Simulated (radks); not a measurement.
The cerium ion Ce6+, configuration [Kr] 4d10 5s2 5p4 (the NIST ground configuration). Calculated with a radial shooting solver on a logarithmic mesh with Libxc functionals: scalar-relativistic Kohn-Sham, BLYP, spin-polarised, spherical densities, finite nucleus; open shells are filled with parallel spins first (spin-orbit coupling, left out, can overturn this in heavy ions); Fermi nuclear charge, rms radius 4.8771 fm.

Normalised radial functions P(r) = r R(r), r in bohr:

r         4d down  5p down
0.003914   0.0002   0.0085
0.005138   0.0005   0.0135
0.006798   0.0011   0.0217
0.008923   0.0023   0.0339
0.01171    0.0048   0.0520
0.0155     0.0100   0.0789
0.02034    0.0203   0.1142
0.0267     0.0401   0.1575
0.03533    0.0781   0.2041
0.04637    0.1426   0.2367
0.06086    0.2456   0.2322
0.08053    0.3970   0.1587
0.1057     0.5704   0.0064
0.1387     0.7116  -0.1926
0.1836     0.7137  -0.3398
0.241      0.4619  -0.2904
0.3188    -0.0860   0.0106
0.4185    -0.7410   0.3846
0.5493    -1.2154   0.5179
0.7268    -1.2635   0.1867
0.954     -0.9274  -0.4210
1.252     -0.4863  -0.8828
1.657     -0.1682  -0.8996
2.175     -0.0373  -0.5683
2.854     -0.0046  -0.2238
3.777     -0.0002  -0.0471
4.957     0.0000  -0.0049

4d down: eigenvalue -185.62 eV, 1 radial node at r = 0.307 bohr, <r> = 0.733 bohr, 90 % of the charge inside 1.10 bohr. 5p down: eigenvalue -85.703 eV, 3 radial nodes at r = 0.107, 0.316, 0.794 bohr, <r> = 1.57 bohr, 90 % of the charge inside 2.24 bohr.
